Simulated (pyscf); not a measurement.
H₃C–CH•–CH₂–F → •H₂C–CH(CH₃)–F, a group migration (doublet surface; C–F broken, C–F formed). Structures and frequencies: ωB97X-D3(BJ)/def2-SVP in PySCF. Energies in kcal/mol from the reactant's lowest minimum found.

Small-basis levels: PySCF, no dispersion term, spherical d functions. Open shells are spin-unrestricted. 

Task: In single points B3LYP/6-31G* puts the saddle at 27.1 kcal/mol and the reaction energy at +0.1 kcal/mol. Should these be trusted to within a few kcal/mol? Compare with ωB97M-D3(BJ)/def2-TZVP.

Result: ωB97M-D3(BJ)/def2-TZVP gives ΔE‡ = 25.3 kcal/mol and ΔE = -0.4 kcal/mol. B3LYP/6-31G* lies 1.8 kcal/mol over it in the barrier and 0.5 kcal/mol over it in the reaction energy, so on this step it holds to within 3.0 kcal/mol. ωB97M-D3(BJ)/def2-TZVP has limits of its own. H₃C–CH•–CH₂–F lies 7.1 kcal/mol over its isomer H₃C–C•(CH₃)–F (electronic energy, ωB97M-D3(BJ)). •H₂C–CH(CH₃)–F lies 6.7 kcal/mol over its isomer H₃C–C•(CH₃)–F (electronic energy, ωB97M-D3(BJ)). One saddle was located; it need not be the lowest between these sides.
